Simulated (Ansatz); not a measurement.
The same path of CH$_{3}$AgS (6 atoms, charge 0, multiplicity 1) was run 3 times with different band settings. The coordinate that changes most is the dihedral H5–C1–S2–Ag3.

Level of theory: RKS r2SCAN-D4/def2-SVP (Ansatz).

Relaxed end points:

```xyz
6
Properties=species:S:1:pos:R:3
C -0.384 0.384 -0.293
S 0.016 -1.375 0.014
Ag 1.898 -1.295 1.366
H -1.279 0.384 -0.935
H 0.419 0.910 -0.829
H -0.628 0.927 0.631
```

```xyz
6
Properties=species:S:1:pos:R:3
C -0.384 0.434 -0.207
S 0.011 -0.717 1.159
Ag 1.902 -1.837 0.422
H -0.618 -0.092 -1.145
H 0.417 1.166 -0.385
H -1.285 0.983 0.110
```

Common settings: movable images 5; climbing image yes; spring 5.0 eV/Å²; start path through a guess of the saddle point; end points relaxed.

| run | optimiser | force threshold | iteration limit |
| --- | --- | --- | --- |
| 1 | quadratic models (default) | 0.05 eV/Å | 40 |
| 2 | quadratic models (default) | 0.2 eV/Å | 42 |
| 3 | fire | 0.05 eV/Å | 54 |

What does each run give, and how far can it be trusted?

Run 1: converged after 6 iterations, highest image 0.055 eV above the first end. A vibrational analysis at the climbing image gives one clearly imaginary mode, 145i cm⁻¹: a first-order saddle point.
Run 2: converged after 5 iterations, highest image 0.055 eV above the first end. The threshold of 0.2 eV/Å is loose, so the images may lie well off the minimum-energy path. Another band between the same ends (5 images) ends at a top of the same energy, where a vibrational analysis finds 1 clearly imaginary mode.
Run 3: converged after 25 iterations, highest image 0.055 eV above the first end. Another band between the same ends (5 images) ends at a top of the same energy, where a vibrational analysis finds 1 clearly imaginary mode.
